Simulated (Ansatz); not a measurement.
Ansatz (a quantum-chemistry and plane-wave program) job for 5-(5-fluoropyrimidin-2-yl)thiophene-2-carbaldehyde (C9H5FN2OS), SMILES c1c(sc(c1)-c1ncc(cn1)F)C=O, B3LYP-D3(BJ)/def2-SVP. 

Ansatz 0.2 input:
```yaml
crystal:
  periodic: [false, false, false]
  atoms:
    - {symbol: O, position_ang: [-1.33808765, 4.58178359, 0.00000000]}
    - {symbol: C, position_ang: [-0.18368036, 4.23436327, -0.00000000]}
    - {symbol: C, position_ang: [0.28585532, 2.86617347, -0.00000000]}
    - {symbol: C, position_ang: [1.59854650, 2.43419753, -0.00000000]}
    - {symbol: C, position_ang: [1.71104322, 1.04616985, 0.00000000]}
    - {symbol: C, position_ang: [0.48146685, 0.41951466, -0.00000000]}
    - {symbol: C, position_ang: [0.22612766, -0.99880479, -0.00000000]}
    - {symbol: N, position_ang: [1.27926976, -1.81964825, 0.00000000]}
    - {symbol: C, position_ang: [1.04118718, -3.11452983, -0.00000000]}
    - {symbol: C, position_ang: [-0.26049814, -3.60089718, -0.00000000]}
    - {symbol: F, position_ang: [-0.50436027, -4.91935864, -0.00000000]}
    - {symbol: C, position_ang: [-1.30041020, -2.67905798, 0.00000000]}
    - {symbol: N, position_ang: [-1.05005186, -1.38744890, 0.00000000]}
    - {symbol: S, position_ang: [-0.82699860, 1.53793096, 0.00000000]}
    - {symbol: H, position_ang: [0.64314416, 4.97307226, -0.00000000]}
    - {symbol: H, position_ang: [2.43647357, 3.10850679, 0.00000000]}
    - {symbol: H, position_ang: [2.63461965, 0.49743198, -0.00000000]}
    - {symbol: H, position_ang: [1.89738221, -3.77547614, -0.00000000]}
    - {symbol: H, position_ang: [-2.33805182, -2.98356497, -0.00000000]}
basis:
  gaussian:
    orbitals: def2-SVP
hamiltonian:
  xc: b3lyp
  dispersion: d3bj
relax: {f_tol: 0.002, max_steps: 200}
```

Output:

```
Functional definition: B3LYP
integrals: 0.40 GiB planned
2568 factors; integrals over basis functions are off by at most 4.7e-4 eV
mean field: 1.73 GiB planned
mean field evaluation 1: about -27961.0692 eV, gradient 8.0e1 eV
mean field evaluation 2: about -27942.0632 eV, gradient 1.2e2 eV
mean field evaluation 4: about -27976.3608 eV, gradient 1.1e1 eV
mean field evaluation 8: about -27976.7414 eV, gradient 4.4e-1 eV
mean field evaluation 16: about -27976.7419 eV, gradient 2.3e-4 eV
mean field -27976.74187584 eV, -1028.1263006204 hartree, gradient 2.9e-5 eV, S^2 0.000000; 0 other end points of the search recorded, 0 dependent functions left out
the calculation of the forces begins
reference -27976.74217826 eV, -1028.1263117339 hartree; 53, 53 occupied and 172, 172 virtual orbitals, 2568 factors
relax step   1: F+E_penalty+E_count = -27977.91143187 eV  Δ(F+E_penalty+E_count) = +0.000e0 eV  max|allowed force component| = 6.658e-1 eV/Å  Δτ_max = 0.0000 Å  (34 SCF iters, accepted)
these checks for a lower state are left out or cut short: starts, cluster_reference, orbital_swaps, neighbouring_geometries, increment
integrals: 0.40 GiB planned
2568 factors; integrals over basis functions are off by at most 4.8e-4 eV
mean field: 1.72 GiB planned
mean field -27976.81099030 eV, -1028.1288405299 hartree, gradient 1.5e-5 eV, S^2 0.000000; 0 other end points of the search recorded, 0 dependent functions left out
the calculation of the forces begins
reference -27976.81129478 eV, -1028.1288517195 hartree; 53, 53 occupied and 172, 172 virtual orbitals, 2568 factors
relax step   2: F+E_penalty+E_count = -27977.97679388 eV  Δ(F+E_penalty+E_count) = -6.536e-2 eV  max|allowed force component| = 2.785e-1 eV/Å  Δτ_max = 0.0429 Å  (37 SCF iters, accepted)
these checks for a lower state are left out or cut short: starts, cluster_reference, orbital_swaps, neighbouring_geometries, increment
integrals: 0.40 GiB planned
2568 factors; integrals over basis functions are off by at most 4.8e-4 eV
mean field: 1.72 GiB planned
mean field evaluation 32: about -27976.8188 eV, gradient 2.6e-1 eV
mean field -27976.81900132 eV, -1028.1291349295 hartree, gradient 1.5e-5 eV, S^2 0.000000; 0 other end points of the search recorded, 0 dependent functions left out
the calculation of the forces begins
reference -27976.81930639 eV, -1028.1291461405 hartree; 53, 53 occupied and 172, 172 virtual orbitals, 2568 factors
relax step   3: F+E_penalty+E_count = -27977.98365819 eV  Δ(F+E_penalty+E_count) = -6.864e-3 eV  max|allowed force component| = 7.871e-2 eV/Å  Δτ_max = 0.0173 Å  (37 SCF iters, accepted)
these checks for a lower state are left out or cut short: starts, cluster_reference, orbital_swaps, neighbouring_geometries, increment
integrals: 0.40 GiB planned
2568 factors; integrals over basis functions are off by at most 4.8e-4 eV
mean field: 1.72 GiB planned
mean field -27976.81937896 eV, -1028.1291488076 hartree, gradient 2.2e-5 eV, S^2 0.000000; 0 other end points of the search recorded, 0 dependent functions left out
the calculation of the forces begins
reference -27976.81968398 eV, -1028.1291600167 hartree; 53, 53 occupied and 172, 172 virtual orbitals, 2568 factors
relax step   4: F+E_penalty+E_count = -27977.98401668 eV  Δ(F+E_penalty+E_count) = -3.585e-4 eV  max|allowed force component| = 2.542e-2 eV/Å  Δτ_max = 0.0029 Å  (29 SCF iters, accepted)
these checks for a lower state are left out or cut short: starts, cluster_reference, orbital_swaps, neighbouring_geometries, increment
integrals: 0.40 GiB planned
2568 factors; integrals over basis functions are off by at most 4.8e-4 eV
mean field: 1.72 GiB planned
mean field -27976.81934317 eV, -1028.1291474924 hartree, gradient 1.3e-5 eV, S^2 0.000000; 0 other end points of the search recorded, 0 dependent functions left out
the calculation of the forces begins
reference -27976.81964813 eV, -1028.1291586993 hartree; 53, 53 occupied and 172, 172 virtual orbitals, 2568 factors
relax step   5: F+E_penalty+E_count = -27977.98405883 eV  Δ(F+E_penalty+E_count) = -4.215e-5 eV  max|allowed force component| = 3.871e-3 eV/Å  Δτ_max = 0.0022 Å  (28 SCF iters, accepted)
these checks for a lower state are left out or cut short: starts, cluster_reference, orbital_swaps, neighbouring_geometries, increment
integrals: 0.40 GiB planned
2568 factors; integrals over basis functions are off by at most 4.8e-4 eV
mean field: 1.72 GiB planned
mean field -27976.81933696 eV, -1028.1291472642 hartree, gradient 3.5e-5 eV, S^2 0.000000; 0 other end points of the search recorded, 0 dependent functions left out
the calculation of the forces begins
reference -27976.81964190 eV, -1028.1291584705 hartree; 53, 53 occupied and 172, 172 virtual orbitals, 2568 factors
relax step   6: F+E_penalty+E_count = -27977.98406096 eV  Δ(F+E_penalty+E_count) = -2.134e-6 eV  max|allowed force component| = 2.250e-3 eV/Å  Δτ_max = 0.0015 Å  (24 SCF iters, accepted)
these checks for a lower state are left out or cut short: starts, cluster_reference, orbital_swaps, neighbouring_geometries, increment
integrals: 0.40 GiB planned
2568 factors; integrals over basis functions are off by at most 4.8e-4 eV
mean field: 1.72 GiB planned
mean field -27976.81933670 eV, -1028.1291472544 hartree, gradient 2.7e-5 eV, S^2 0.000000; 0 other end points of the search recorded, 0 dependent functions left out
the calculation of the forces begins
reference -27976.81964164 eV, -1028.1291584607 hartree; 53, 53 occupied and 172, 172 virtual orbitals, 2568 factors
relax step   7: F+E_penalty+E_count = -27977.98406112 eV  Δ(F+E_penalty+E_count) = -1.604e-7 eV  max|allowed force component| = 3.885e-4 eV/Å  Δτ_max = 0.0001 Å  (22 SCF iters, accepted)
integrals: 0.40 GiB planned
2568 factors; integrals over basis functions are off by at most 4.8e-4 eV
mean field: 1.72 GiB planned
mean field evaluation 64: about -27961.6681 eV, gradient 7.9e1 eV
mean field -27976.81933670 eV, -1028.1291472544 hartree, gradient 2.7e-5 eV, S^2 0.000000; 1 other end points of the search recorded, 0 dependent functions left out
the calculation of the forces begins
reference -27976.81964164 eV, -1028.1291584607 hartree; 53, 53 occupied and 172, 172 virtual orbitals, 2568 factors
Total energy: -27977.98436606 eV, -1028.1719612939 hartree
Atom 0 at    -1.353733     4.602200    -0.000000 Å, force     0.000230    -0.000222    -0.000000 eV/Å
Atom 1 at    -0.187470     4.273662    -0.000000 Å, force    -0.000001     0.000137     0.000000 eV/Å
Atom 2 at     0.293593     2.893270    -0.000000 Å, force    -0.000248     0.000163    -0.000000 eV/Å
Atom 3 at     1.612064     2.462777     0.000000 Å, force    -0.000051     0.000333     0.000000 eV/Å
Atom 4 at     1.723763     1.054368     0.000000 Å, force    -0.000126    -0.000190     0.000000 eV/Å
Atom 5 at     0.486225     0.429921     0.000000 Å, force     0.000009     0.000104    -0.000000 eV/Å
Atom 6 at     0.221979    -1.008984     0.000000 Å, force     0.000104     0.000036     0.000000 eV/Å
Atom 7 at     1.281697    -1.834449     0.000000 Å, force     0.000019    -0.000008    -0.000000 eV/Å
Atom 8 at     1.040910    -3.140674     0.000000 Å, force    -0.000151     0.000107     0.000000 eV/Å
Atom 9 at    -0.266115    -3.628725     0.000000 Å, force     0.000103    -0.000017    -0.000000 eV/Å
Atom 10 at    -0.507680    -4.938684    -0.000000 Å, force     0.000028     0.000094    -0.000000 eV/Å
Atom 11 at    -1.311160    -2.705515     0.000000 Å, force    -0.000137    -0.000146     0.000000 eV/Å
Atom 12 at    -1.062741    -1.400555    -0.000000 Å, force    -0.000107     0.000013    -0.000000 eV/Å
Atom 13 at    -0.826439     1.563705     0.000000 Å, force     0.000177    -0.000389     0.000000 eV/Å
Atom 14 at     0.636908     5.033064     0.000000 Å, force     0.000055     0.000031     0.000000 eV/Å
Atom 15 at     2.458890     3.151373    -0.000000 Å, force     0.000053    -0.000032    -0.000000 eV/Å
Atom 16 at     2.655027     0.489473    -0.000000 Å, force     0.000031     0.000046     0.000000 eV/Å
Atom 17 at     1.890828    -3.832551    -0.000000 Å, force    -0.000002    -0.000055    -0.000000 eV/Å
Atom 18 at    -2.353568    -3.043318    -0.000000 Å, force     0.000013    -0.000006    -0.000000 eV/Å
Dipole moment:     0.555981    -0.598045    -0.000000 e Å
```

Self-consistency was reached.

Cost: around 5 core-minutes (rough).
